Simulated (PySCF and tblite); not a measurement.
The numbers below are computed, except where a source is named.
2 E/Z isomers of C₄H₃F₅, numbered alike:

| isomer | SMILES | descriptors |
| --- | --- | --- |
| A | [F:1][CH2:2]/[C:3]([F:4])=[CH:5]/[C:6]([F:7])([F:8])[F:9] | 3=5 Z |
| B | [F:1][CH2:2]/[C:3]([F:4])=[CH:5]\[C:6]([F:7])([F:8])[F:9] | 3=5 E |

Each isomer is a Boltzmann average at 298.15 K over at most 6 conformers: GFN2-xTB geometries, energies PBE0/pcSseg-1 (D3(BJ) added where defined), GFN2-xTB thermal terms. Programs: PySCF with density fitting and tblite.

(1) Rank the isomers by free energy at 298.15 K.

(2) If they could interconvert freely, what would the mixture hold (chiral isomers as racemates)?

At least one structure keeps an imaginary mode at the tight-binding level. The minima are those of GFN2-xTB; planar forms about aryl–S or allylic bonds may be saddles in DFT.

Results:

(1) 
```
isomer  ΔG (kcal/mol)  ΔE, lowest conformer  conformers  largest weight %  rms dipole (D)
     A            0.0                   0.0           2                54            2.94
     B            1.5                   2.0           3                55            1.49
```

(2) A 93 %, B 7 %. A racemate gains RT ln 2.
